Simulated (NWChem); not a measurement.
System: SnH2S, singlet; SMILES [SH][SnH]

Program: NWChem. Low-valent species are run as closed-shell singlets; no triplet was tried in these runs. Structure relaxed at the PBE0/def2-SVP level. def2 effective core potentials on Sn; no spin-orbit coupling. Ions are spin-unrestricted doublets at the neutral geometry. Hybrids' shares of exact exchange are those that their runs print; pure functionals count as 0. The functionals differ in more than this share.

```csv
row,share of exact exchange,ΔSCF ionisation energy minus −ε(HOMO) (eV)
PBE/def2-SVPD,0.00,2.97
B3LYP/def2-SVPD,0.20,2.32
BHandHLYP/def2-SVPD,0.50,withheld
Hartree-Fock/def2-SVPD,1.00,-0.74
```

Q: Fit a straight line of the last column on the one before it, predict the withheld value, and compare with the run.

A: 
1. Means of the 3 shown rows: x = 0.400, y = 1.517. Slope Σ(x − x̄)(y − ȳ)/Σ(x − x̄)² = -2.096/0.5600 = -3.743; intercept 3.014.
2. The shown rows scatter about the line by 0.041 (root mean square); the largest residual is +0.05, at B3LYP/def2-SVPD.
3. At x = 0.50 (BHandHLYP/def2-SVPD; inside the shown range) the line gives 1.14.
4. The run gives 1.25, +0.11 from the line, 2.7 times the scatter. The line crosses zero at a share of 0.81.
